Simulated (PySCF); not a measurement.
# Electronic structure of [Fe(SeH)4]2-

[Fe(SeH)4]2- holds Fe(II), d6, at total charge -2. The structure is a PBE0-D3(BJ)/def2-SVP, IEF-PCM water geometry optimised for multiplicity 5; coordination tetrahedral, point group S4, metal–donor distances 2.50 Å.

```
9

Fe    0.0000    0.0000    0.0000
Se    1.4824    1.4824    1.3634
H     0.4697    2.4473    1.8286
Se   -1.4824   -1.4824    1.3634
H    -0.4697   -2.4473    1.8286
Se   -1.4824    1.4824   -1.3634
H    -2.4473    0.4697   -1.8286
Se    1.4824   -1.4824   -1.3634
H     2.4473   -0.4697   -1.8286
```

Method (PySCF 2.14, density fitting): CASSCF(6,5) with orbitals averaged over all microstates of the shell, strongly contracted NEVPT2 on the averaged canonical orbitals; basis x2c-TZVPall on the metal, x2c-SVPall elsewhere; spin-free X2C; IEF-PCM water; spin-orbit coupling by state interaction with the mean-field operator over all roots.

## Spin-free states

| 2S+1 | deg. | symmetry | cubic parent | free-ion term | CASSCF / cm⁻¹ | NEVPT2 / cm⁻¹ | f(ED) | occupations |
| --- | --- | --- | --- | --- | --- | --- | --- | --- |
| 5 | 1 | 5B | 5E 0.99 | 5D 1.00 | 0 | 0 | – | 2.0 1.0 1.0 1.0 1.0 |
| 5 | 1 | 5A | 5E 1.00 | 5D 1.00 | 1448 | 2220 | 2.0e-07 | 1.0 2.0 1.0 1.0 1.0 |
| 5 | 2 | 5E | 5T2 1.00 | 5D 1.00 | 2711 | 4170 | 1.1e-04 | 1.0 1.0 1.5 1.5 1.0 |
| 5 | 1 | 5B | 5T2 0.99 | 5D 1.00 | 3908 | 5991 | 0 | 1.0 1.0 1.0 1.0 2.0 |
| 3 | 1 | 3A | 3T1 0.97 | 3H 0.75 | 19643 | 17318 | – | 1.9 1.7 1.0 1.0 0.4 |
| 3 | 2 | 3E | 3T1 0.86 | 3H 0.86 | 20364 | 18808 | – | 1.8 1.5 1.0 1.0 0.8 |
| 3 | 2 | 3E | 3T1 0.60 | 3H 0.54 | 21504 | 19346 | – | 1.8 1.3 1.2 1.2 0.5 |
| 3 | 1 | 3B | 3E 0.97 | 3H 0.97 | 21124 | 20253 | – | 1.8 1.1 1.1 1.1 0.9 |
| 3 | 1 | 3A | 3T1 0.99 | 3H 0.47 | 22664 | 20829 | – | 1.6 1.4 1.0 1.0 1.0 |
| 3 | 1 | 3A | 3E 0.95 | 3H 0.98 | 22012 | 21615 | – | 1.3 1.6 1.0 1.0 1.1 |
| 3 | 1 | 3B | 3T2 0.99 | 3H 0.76 | 23146 | 22720 | – | 1.1 1.5 1.1 1.1 1.2 |
| 3 | 1 | 3B | 3A2 0.90 | 3F 0.92 | 24885 | 22819 | – | 1.4 1.4 1.1 1.1 1.0 |
| 3 | 2 | 3E | 3T1 0.90 | 3H 0.40 | 24508 | 23378 | – | 1.2 1.1 1.3 1.3 1.0 |
| 3 | 2 | 3E | 3T1 0.52 | 3H 0.89 | 23576 | 23724 | – | 1.1 1.3 1.1 1.1 1.4 |
| 3 | 2 | 3E | 3T2 0.86 | 3F 0.74 | 25883 | 24714 | – | 1.1 1.3 1.1 1.1 1.3 |

Only the lowest 15 spin-free levels are listed. Energies are counted from the ground state at NEVPT2 level. Weights follow the labels. f(ED) is the electric-dipole oscillator strength from the ground state at the fixed geometry, without vibronic coupling; occupations, where given, run over the ligand-field orbitals from the lowest.

## Ligand-field fit

| cm⁻¹ | CASSCF |
| --- | --- |
| 10Dq | 2753 |
| B | 1088 |
| B, free ion | 1182 |
| C | 4066 |
| C, free ion | 4364 |
| rms of the fit | 111 |

| orbital | CASSCF / cm⁻¹ | metal share | main function |
| --- | --- | --- | --- |
| 1 | 0 | 0.99 | x2-y2 0.99 |
| 2 | 1391 | 0.98 | z2 1.00 |
| 3 | 3040 | 0.95 | degenerate set |
| 4 | 3040 | 0.95 | degenerate set |
| 5 | 4266 | 0.94 | xy 0.99 |

ζ = 380 cm⁻¹, against 412 for the free ion. Spin-orbit coupling on the heavy ligands mixes in, so a single ζ doesn't describe the levels.

## Spin-orbit levels

```json
{"E / cm⁻¹": "0.0", "deg.": "2", "make-up": "0.99 5B"}
{"E / cm⁻¹": "17.5", "deg.": "2", "make-up": "1.00 5B"}
{"E / cm⁻¹": "23.3", "deg.": "1", "make-up": "1.00 5B"}
{"E / cm⁻¹": "2168.7", "deg.": "1", "make-up": "0.96 5A + 0.04 5E"}
{"E / cm⁻¹": "2182.9", "deg.": "2", "make-up": "0.97 5A + 0.03 5E"}
{"E / cm⁻¹": "2226.2", "deg.": "1", "make-up": "0.98 5A"}
{"E / cm⁻¹": "2227.0", "deg.": "1", "make-up": "0.98 5A"}
{"E / cm⁻¹": "4019.0", "deg.": "2", "make-up": "0.99 5E"}
{"E / cm⁻¹": "4114.2", "deg.": "1", "make-up": "0.97 5E"}
{"E / cm⁻¹": "4151.3", "deg.": "1", "make-up": "0.98 5E"}
{"E / cm⁻¹": "4229.0", "deg.": "2", "make-up": "0.98 5E"}
{"E / cm⁻¹": "4290.0", "deg.": "1", "make-up": "0.99 5E"}
{"E / cm⁻¹": "4354.7", "deg.": "1", "make-up": "0.96 5E + 0.04 5A"}
{"E / cm⁻¹": "4411.7", "deg.": "2", "make-up": "0.98 5E"}
{"E / cm⁻¹": "6047.0", "deg.": "1", "make-up": "0.99 5B"}
{"E / cm⁻¹": "6048.1", "deg.": "2", "make-up": "0.99 5B"}
{"E / cm⁻¹": "6051.0", "deg.": "2", "make-up": "0.99 5B"}
{"E / cm⁻¹": "17317.4", "deg.": "1", "make-up": "0.98 3A"}
{"E / cm⁻¹": "17318.4", "deg.": "2", "make-up": "0.98 3A"}
{"E / cm⁻¹": "18773.3", "deg.": "1", "make-up": "0.97 3E"}
{"E / cm⁻¹": "18832.4", "deg.": "1", "make-up": "0.98 3E"}
{"E / cm⁻¹": "18835.0", "deg.": "1", "make-up": "0.99 3E"}
{"E / cm⁻¹": "18836.5", "deg.": "2", "make-up": "0.98 3E"}
{"E / cm⁻¹": "18838.4", "deg.": "1", "make-up": "0.97 3E"}
```

Only the lowest levels are listed: 34 of 210 states.

## Magnetism

The ground multiplet follows a spin Hamiltonian with S = 2, g = 2.046, 2.046, 2.121, D = -5.80 cm⁻¹, E/|D| = 0.00 (spin-orbit part alone); the lowest levels hold 99 % of the spin-free ground state. μeff is 5.12 μB at 300 K and 4.85 μB at 10 K; the spin-only value is 4.90 μB.

```csv
T / K,χT / cm³ K mol⁻¹,μeff / μB
2,2.415,4.39
5,2.660,4.61
10,2.946,4.85
20,3.147,5.02
30,3.198,5.06
50,3.225,5.08
75,3.235,5.09
100,3.241,5.09
150,3.250,5.10
200,3.258,5.10
250,3.267,5.11
300,3.275,5.12
```

Powder magnetisation at 2 K: 0.99 μB at 0.5 T, 1.63 μB at 1 T, 2.20 μB at 2 T, 2.44 μB at 3 T, 2.74 μB at 5 T, 2.98 μB at 7 T.

NEVPT2 lifts 5E (from 5T2) from 2711 to 4170 cm⁻¹; on the d shell alone such lifts tend to overshoot. Gaps between spin states lean to high spin in this active space.

The job took 39 s on one thread of Arm Neoverse V1 (shared host), with 196 basis functions and a peak of 1 GiB, launched as `OMP_NUM_THREADS=1 python lf_run.py task.json out`.
